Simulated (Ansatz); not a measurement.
`CC[Si](N)(O)Br`. Charge 0, multiplicity 1. Geometry: relaxed with PBE0-D4/def2-TZVP. It is one conformer, not always the lowest.

```xyz
14

C     1.386   -1.224    0.065
C     0.785   -0.178   -0.872
Si   -0.810    0.534   -0.244
N    -0.794    1.312    1.272
O    -1.862   -0.721   -0.216
Br   -1.473    2.135   -1.661
H     2.323   -1.622   -0.333
H     1.608   -0.799    1.049
H     0.705   -2.064    0.212
H     1.483    0.650   -1.029
H     0.593   -0.610   -1.860
H    -0.560    0.819    2.118
H    -0.653    2.304    1.350
H    -2.730   -0.538    0.149
```

(1) What is the dipole moment at ωB97M-V/def2-TZVPP? (An estimate is asked.)

(2) And with PBE, r2SCAN, B3LYP? (Estimate.)

(3) Give the Mulliken charges with ωB97M-V, B3LYP, r2SCAN in def2-TZVPP. (An estimate is asked.)

Answers

(1) The calculation gave: 2.50 D, with components (0.73, -0.32, 2.37) D in this frame, pointing from negative to positive charge.

(2) Ansatz gave: PBE 2.44 D, r2SCAN 2.51 D, B3LYP 2.47 D.

(3) Ansatz gave: 
```csv
atom,ωB97M-V,B3LYP,r2SCAN
C1,-0.33,-0.28,-0.15
C2,-0.29,-0.20,-0.16
Si3,0.60,0.64,0.66
N4,-0.35,-0.39,-0.45
O5,-0.37,-0.39,-0.41
Br6,-0.24,-0.28,-0.27
H7,0.11,0.09,0.05
H8,0.10,0.07,0.04
H9,0.12,0.10,0.07
H10,0.11,0.08,0.05
H11,0.12,0.09,0.06
H12,0.12,0.14,0.16
H13,0.13,0.15,0.17
H14,0.18,0.19,0.20
```

B3LYP here is the variant with VWN-RPA as its local correlation; programs differ in this.
